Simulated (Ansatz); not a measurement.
Compare A (`OBC[SiH3]`) with its isomer B (`OCB[SiH3]`).

Calculated with Ansatz (gas phase, PBE0-D4/def2-TZVP geometries, no zero-point term in ΔE). CCSD(T)/CBS is the MP2 limit (def2-TZVPP, def2-QZVPP) plus CCSD(T) − MP2 in def2-TZVPP, frozen cores. Functionals use def2-TZVPP. B3LYP here is the variant with VWN-RPA as its local correlation; programs differ in this. One conformer a species, not always the lowest.

Problem. Which isomer does CCSD(T)/CBS put lower? Give the gap. (An estimate is asked.)

Solution. Ansatz gave: A, by 276.1 kJ/mol.

Problem. Give E(B) − E(A) in kJ/mol with MP2/def2-TZVPP, B3LYP, r2SCAN-D4, CCSD(T)/def2-TZVPP, LDA (SPW92), B3LYP-D4, PBE-D4. (Estimate.)

Solution. Ansatz gave: MP2/def2-TZVPP 290.8, B3LYP 268.5, r2SCAN-D4 273.7, CCSD(T)/def2-TZVPP 276.6, LDA (SPW92) 268.1, B3LYP-D4 270.3, PBE-D4 261.1. None reverses the order clearly.

Problem. Does the order hold for the free energy at 298.15 K (harmonic terms from PBE0-D4)? (Estimate.)

Solution. Ansatz gave: Yes: G(B) − G(A) = +267.7 kJ/mol, for one conformer each.

Largest T1 diagnostic: 0.012.

From PBE to PBE0 (25 % exact exchange), in def2-TZVPP and without D4, E(B) − E(A) moves by +5.8 kJ/mol. Leaving LDA and LC-ωPBE aside and taking each functional with its dispersion term where it has one, the values, not all of them listed here, spread over 19.3 kJ/mol, from revPBE-D4 to PBE-QIDH. LDA lies +8.1 kJ/mol from PBE without D4.
